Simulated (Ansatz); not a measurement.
C3H6O, SMILES `C/C=C\O` (C–C–O–H torsion 180°) (charge 0, multiplicity 1).

Cartesian coordinates (Å):
SMILES: C/C=C\O
```xyz
10

C      1.3203    -0.0177    -0.3850
C      0.1682     0.5869     0.3536
C     -1.0687     0.1051     0.3737
O     -1.4279    -1.0340    -0.3033
H      1.7338     0.6859    -1.1135
H      1.0214    -0.9195    -0.9169
H      2.1328    -0.2794     0.2990
H      0.3429     1.4918     0.9226
H     -1.8614     0.5923     0.9306
H     -2.3614    -1.2114    -0.1608
```
Charge 0, multiplicity 1.

Frozen-core energies in 6-31g from Ansatz (a program for electronic structure) at a geometry from B3LYP-D3(BJ)/def2-TZVP; the HF reference has <S^2> = 0.00 (restricted, and unstable towards unrestricted orbitals) and the T1 diagnostic is 0.010.

```json
[
 {"level": "HF", "energy (Ha)": "-191.84651"},
 {"level": "MP2", "energy (Ha)": "-192.23532"},
 {"level": "CCSD", "energy (Ha)": "-192.27262"}
]
```

Task: Estimate the energies of CCSD(T), CCSDT and CCSDT(Q), and give each level's difference from CCSDT(Q).

Result: 
| level | energy (Ha) | difference from CCSDT(Q) (mHa) |
|---|---|---|
| MP2 | -192.23532 | 49.44 |
| CCSD | -192.27262 | 12.14 |
| CCSD(T) | -192.28304 | 1.72 |
| CCSDT | -192.28366 | 1.10 |
| CCSDT(Q) | -192.28476 | 0.00 |
